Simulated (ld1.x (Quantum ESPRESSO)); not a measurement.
## Which change was made? (Te, ultrasoft)

```json
{"Element": "Te (Z = 52)", "Generator": "ld1.x (Quantum ESPRESSO) 7.5", "Type": "ultrasoft", "Functional": "LDA (PZ)", "Relativity": "scalar-relativistic", "Frozen core": "[Kr] 4d10", "Valence charge": "6", "Reference configuration": "5s2 5p3 (charge +1)", "Partial waves": "5s (bound): rcut 1.60, rcutus 2.15 bohr; 5s channel at -0.25 Ry: rcut 1.60, rcutus 2.15 bohr; 5p (bound): rcut 1.40, rcutus 1.75 bohr; 5p channel at 3.9 Ry: rcut 1.40, rcutus 1.75 bohr", "Local potential": "all-electron potential smoothed inside 2.05 bohr (lloc = -2)", "Core correction": "Bessel-smoothed model core inside 1.35 bohr", "Augmentation charge": "built from norm-conserving waves at rcut, not smoothed further"}
```

Cutoffs, loose and tight: the cutoffs (Ry, on a coarse ladder) from which the occupation-weighted sum of valence levels, in a spherical-Bessel basis at the reference potential, stays within 10 and 1 mRy of its value at 400 Ry. They do not see the model core or the augmentation charge, which bear on the density cutoff. Test errors are all-electron minus pseudo excitation energies from the reference, over the configurations 5s2 5p4; 5s2 5p2; 5s2 5p1; 5s2 5p3.5; 5s2 5p4.3; 5s2 5p0; 5s1 5p4 (two spin-polarised tests are not counted in the largest error); variants that change the core or the reference have their own tests. The largest error is taken over the tests solved by every variant that gives reliable tests at all, those not shown here included: 5s1 5p4; 5s2 5p0; 5s2 5p2; 5s2 5p3.5; 5s2 5p4; 5s2 5p4.3.

The base gives: outcome: generated; cutoff, loose: 15 Ry; cutoff, tight: 35 Ry; bound ghosts: d; largest test error (meV): -327.

Task: After one change the result is: outcome: generated; cutoff, loose: 10 Ry; cutoff, tight: 18 Ry; bound ghosts: none; largest test error (meV): -189. Which change was it?
A. all radii but the core radius scaled by about 1.09 (s 2.34, p 1.90 bohr, rcut 1.74/1.52); local potential all-electron potential smoothed inside 2.22 bohr (lloc = -2)
B. all radii but the core radius scaled by about 0.78 (s 1.68, p 1.38 bohr, rcut 1.26/1.10); local potential all-electron potential smoothed inside 1.60 bohr (lloc = -2)
C. all radii but the core radius scaled by about 1.28 (s 2.74, p 2.24 bohr, rcut 2.04/1.78); local potential all-electron potential smoothed inside 2.62 bohr (lloc = -2)

Result: C. The others give: all radii but the core radius scaled by about 1.09 (s 2.34, p 1.90 bohr, rcut 1.74/1.52); local potential all-electron potential smoothed inside 2.22 bohr (lloc = -2) → outcome: generated; cutoff, loose: 12 Ry; cutoff, tight: 18 Ry; bound ghosts: d; largest test error (meV): -250 | all radii but the core radius scaled by about 0.78 (s 1.68, p 1.38 bohr, rcut 1.26/1.10); local potential all-electron potential smoothed inside 1.60 bohr (lloc = -2) → outcome: failed: chargeps: negative rho.
